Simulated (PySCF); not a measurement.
An excited-state job on `C[Se][C@H](C)C(F)(F)F`.

Method: TDDFT PBE0/def2-SVPD, vertical, gas phase, core orbitals frozen in the response (PySCF 2.14.0, density-fitted response routines). Geometry: GFN2-xTB. A driver script takes a list of jobs; this job's settings line and coordinates (Å) are shown.

Command:
```bash
OMP_NUM_THREADS=1 python probes_run.py task.json out
```

Input:
```
{"job": {"kind": "uv", "xc": "PBE0", "basis": "def2-SVPD", "nstates": 6, "ntriplets": 2}, "charge": 0, "multiplicity": 1}
C      2.454268     0.137976    -0.352762
Se     1.141829    -1.095381     0.408412
C     -0.474696    -0.103091    -0.193569
C     -0.786975     1.104626     0.673339
C     -1.598920    -1.111318    -0.142526
F     -1.757865    -1.627926     1.083782
F     -1.391225    -2.142983    -0.971875
F     -2.782913    -0.579200    -0.491268
H      3.433925    -0.290365    -0.161256
H      2.292534     0.223915    -1.424426
H      2.379434     1.108891     0.129495
H     -0.321459     0.173762    -1.241581
H     -1.684082     1.606056     0.312859
H      0.040222     1.809607     0.645539
H     -0.948490     0.793422     1.703925
```

**Question.** Give the output.

**Answer.** 
```
coarse grid: 61256 points
cycle   1  E = -2856.2476687940  dE =  3.935e-02  |g| = 8.384e-01  |ddm| = 5.069e+00
cycle   2  E = -2856.1318836338  dE =  1.158e-01  |g| = 1.213e+00  |ddm| = 1.955e+00
cycle   3  E = -2856.3739904614  dE = -2.421e-01  |g| = 8.156e-02  |ddm| = 1.154e+00
cycle   4  E = -2856.3751363976  dE = -1.146e-03  |g| = 3.818e-02  |ddm| = 1.587e-01
cycle   5  E = -2856.3754844934  dE = -3.481e-04  |g| = 1.062e-02  |ddm| = 6.273e-02
cycle   6  E = -2856.3755148757  dE = -3.038e-05  |g| = 2.115e-03  |ddm| = 1.861e-02
cycle   7  E = -2856.3755157918  dE = -9.161e-07  |g| = 4.740e-04  |ddm| = 3.442e-03
final grid: 130328 points
cycle   8  E = -2856.3755286359  dE = -1.187e-07  |g| = 5.669e-04  |ddm| = 9.058e-03
cycle   9  E = -2856.3755286079  dE =  2.800e-08  |g| = 6.918e-04  |ddm| = 1.656e-03
cycle  10  E = -2856.3755286972  dE = -8.929e-08  |g| = 6.824e-05  |ddm| = 8.320e-04
cycle  11  E = -2856.3755286980  dE = -8.386e-10  |g| = 1.003e-05  |ddm| = 8.619e-05
converged SCF energy = -2856.3755286980

Static polarisability (au): isotropic 79.706, principal 68.779 77.148 93.191

Singlet excitations
state   eV       nm        f      main configurations
  1   4.6701    265.5   0.00075   H->L 0.97
  2   5.6721    218.6   0.00098   H->L+1 0.76, H->L+2 0.23
  3   5.8105    213.4   0.02842   H->L+2 0.72, H->L+1 0.23
  4   6.4828    191.3   0.02698   H->L+3 0.87, H->L+4 0.12
  5   6.6633    186.1   0.00946   H->L+4 0.83, H->L+3 0.12
  6   7.0118    176.8   0.02728   H->L+5 0.91

Triplet excitations (Tamm-Dancoff, eV): 4.1250 4.9425
```

The SCF starts on a coarse grid where the log names one; the energy can jump when the final grid takes over, and dE then counts from the start density on the new grid. H and L stand for HOMO and LUMO; the number after each pair is its weight.

**Question.** How does the lowest singlet excitation compare with the HOMO–LUMO gap?

**Answer.** HOMO -6.46 eV and LUMO -0.21 eV give a gap of 6.25 eV; S1 at 4.67 eV lies 1.58 eV below it.

**Question.** Give the mean polarisability as a volume in Å³, and the ratio of the largest to the smallest principal value.

**Answer.** 79.706 au × 0.148185 = 11.81 Å³; 93.191/68.779 = 1.35.

Main results: HOMO -6.46 eV, LUMO -0.21 eV; lowest singlet 4.67 eV; lowest triplet 4.12 eV (Tamm–Dancoff); mean polarisability 79.7 au.

 The PBE0/def2-SVPD calculation is non-relativistic and has no spin–orbit coupling, an omission that weighs most on selenium.

**Question.** Estimate the wall time. Hardware: an Intel Xeon Platinum 8488C with one thread, no GPU, on a shared host. And the peak memory of the process?

**Answer.** About 56 s (density and orbital grids were written too), with 1.0 GiB resident at the peak, the Python interpreter and its libraries included.

One conformer stands for the species.
Labels such as C1 count atoms from 1, the log's own numbers from 0.
